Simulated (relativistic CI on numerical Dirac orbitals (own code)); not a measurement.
**Hyperfine structure of O, mass number 17**

Computed by Dirac-Coulomb-Breit CI, separate exchange-only KLI orbitals for each configuration, a model potential for QED, valence Slater integrals scaled by 0.85, P86 correlation energy added to each configuration (own radial code, finite nucleus).

Configurations in the expansion (outside the closed core 1s2): 2s²2p⁴, 2s²2p³3s, 2s²2p³3p, 2s²2p³4s, 2s²2p³3d, 2s2p⁵, 2p⁶, 2s²2p³4p, 2s²2p³4d, 2s²2p³4f, 2s²2p²3s². Levels of other configurations are missing.

Nuclear spin I = 5/2, μ = -1.89354 μN, Q = -0.0256 b (tables of Stone and Pyykkö). The electronic factors are computed for point nuclear moments, without core polarisation; leaving it out makes A of s and p electrons in near-neutral atoms 20 to 40 % too small, and it can dominate for d and f shells.

```tsv
Level	E (cm⁻¹)	A (MHz)	B (MHz)
2s²2p⁴ ³P2	0.0	-215.6	-11.9
2s²2p⁴ ³P1	154.3	3.894	5.94
2s²2p⁴ ¹D2	15144.2	-368.2	24.1
2s²2p³3s ⁵S°2	70846.4	-56.7	0.000176
2s²2p³3s ³S°1	73679.5	53.56	8.81e-05
2s²2p³3p ⁵P1	83302.5	7.68	-0.0336
2s²2p³3p ⁵P2	83304.3	-3.345	0.336
2s²2p³3p ⁵P3	83307.6	-2.205	-0.335
```

Levels with J = 0, under 50 % of one LS term, or S terms without an open s electron are left out. Small factors come from cancelling terms and can be off by tens of per cent or more.

Correlation outside the listed configurations is missing or only estimated: errors of thousands of cm⁻¹ between configurations and terms are usual at this charge. Rates and lifetimes follow the computed energies and can be off by large factors. The fine structure of a lone outer electron comes out too small, for d and f at times inverted, and misplaced configurations move strength between like terms. 22 of the 22 excited levels that our extract of the measured tables holds in this range could be paired (the sources list more); they are missed by 3026 cm⁻¹ on average and 4818 at most, and levels without a partner can miss by more.

(1) Give the hyperfine levels of 2s²2p⁴ ³P2 relative to its centre of gravity.

Answers

(1) With K = F(F + 1) − I(I + 1) − J(J + 1), E = AK/2 + B[¾K(K + 1) − I(I + 1)J(J + 1)]/[2I(2I − 1)J(2J − 1)]: F = 1/2: 1501, F = 3/2: 1183, F = 5/2: 649.9, F = 7/2: -102.8, F = 9/2: -1081 MHz.
